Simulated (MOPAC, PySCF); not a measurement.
AlI₃, SMILES `[I][Al]([I])[I]`, neutral singlet in the gas phase. 

Cartesian coordinates (Å):
SMILES: [I][Al]([I])[I]
```xyz
4

I     -1.2567    -2.1042     0.0007
Al    -0.0024     0.0006     0.0001
I     -1.1998     2.1382    -0.0001
I      2.4475    -0.0322    -0.0007
```
Charge 0, multiplicity 1.

All levels are single points at this geometry (PBE0-D3(BJ)/def2-TZVP); Pople sets use spherical d functions. Orbital energies aren't observables, and empty levels follow the basis.

SVWN5/6-31G* (LANL2DZ on I) in PySCF gives gap (eV) = 3.88.

Q: Estimate the gap (eV) from each of these levels: PBE-D3(BJ)/def2-TZVP in PySCF; PBE0-D3(BJ)/def2-TZVP in PySCF; B3LYP/6-31G* (LANL2DZ on I) in PySCF; BP86/6-31G* (LANL2DZ on I) in PySCF; M06-2X/6-31G* (LANL2DZ on I) in PySCF; HF/6-31G* (LANL2DZ on I) in PySCF; PM3 in MOPAC; PM7 in MOPAC.

A: 
```tsv
level	gap (eV)
PBE-D3(BJ)/def2-TZVP in PySCF	3.95
PBE0-D3(BJ)/def2-TZVP in PySCF	5.81
B3LYP/6-31G* (LANL2DZ on I) in PySCF	5.39
BP86/6-31G* (LANL2DZ on I) in PySCF	3.99
M06-2X/6-31G* (LANL2DZ on I) in PySCF	7.27
HF/6-31G* (LANL2DZ on I) in PySCF	10.97
PM3 in MOPAC	4.83
PM7 in MOPAC	7.03
```
